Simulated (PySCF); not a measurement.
# Polarisability and C₆ of Ti⁺ (titanium, charge +1)

[Ar] 3d1 4s2, 2D determinant (an excited configuration). Calculation: PySCF 2.14, in aug-cc-pVQZ-DK (9s8p6d4f3g2h, 140 functions); the spin-free X2C one-electron Hamiltonian (Gaussian nucleus). Coupled (time-dependent) response in atomic units; α is the mean over directions.

```json
{"method": "M06-L", "mean α (bohr³)": "45.64", "α xx, yy, zz": "45.55, 45.55, 45.84", "C₆ (like pair)": "364.6", "S(−4)": "963.7"}
```

S(−4) is the Cauchy moment in α(ω) = α(0) + S(−4) ω² + …

α(iu) at M06-L:

| u (hartree) | α(iu) (bohr³) |
| --- | --- |
| 0 | 45.64 |
| 0.0500 | 43.36 |
| 0.100 | 37.79 |
| 0.200 | 25.38 |
| 0.300 | 16.90 |
| 0.500 | 8.874 |
| 0.750 | 5.171 |
| 1.00 | 3.551 |
| 1.50 | 2.096 |
| 2.00 | 1.418 |
| 3.00 | 0.7807 |
| 5.00 | 0.3410 |

A single London oscillator, α(iu) = α/(1 + u²/ω²), gives C₆ = (3/4) ω α². Matching the computed C₆ needs ω = 4 × 364.6 / (3 × 45.64²) = 0.233 hartree.

For an ion, C₆ is the dispersion term alone; charge-induced terms of lower order in 1/R come first.

The components differ because the open shell of this determinant is not spherical; for a pure term their mean is the scalar polarisability.
